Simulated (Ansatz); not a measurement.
GeH$_{6}$O$_{2}$Si, SMILES `O[SiH2][O][GeH3]`, relaxed with RKS PBE-D4/def2-SVP in Ansatz 0.2.0 from a rough embedded geometry. The force threshold is 0.03 eV/Å; the program also tests the step.

The species carries charge 0 and has multiplicity 1.

Start:

```xyz
10

O     0.862   -2.145    1.275
Si    0.153   -1.079    0.212
O     0.611    0.508    0.683
Ge   -0.158    1.579   -0.636
H     0.448   -1.969    2.189
H    -1.320   -1.231    0.240
H     0.643   -1.386   -1.172
H     0.192    3.044   -0.284
H    -1.756    1.427   -0.518
H     0.325    1.252   -1.990
```

```tsv
step	energy (eV)	largest force (eV/Å)	largest move (Å)
1	-68559.5673	2.103	0.000
2	-68559.8658	0.900	0.137
3	-68559.9485	1.374	0.200
4	-68559.9978	0.259	0.061
5	-68560.0155	0.066	0.120
6	-68560.0178	0.023	0.050
7	-68560.0181	0.035	0.031
8	-68560.0182	0.024	0.014
```

End:

```xyz
10

O     0.981   -2.033    1.403
Si    0.084   -1.297    0.200
O     0.233    0.361    0.326
Ge   -0.233    1.780   -0.675
H     0.691   -1.834    2.311
H    -1.377   -1.658    0.311
H     0.667   -1.807   -1.083
H     0.372    3.008    0.045
H    -1.782    1.869   -0.737
H     0.363    1.611   -2.099
```

It took 8 s on 4 threads of a server CPU on a shared host, with 0.18 GiB of host memory at the peak.
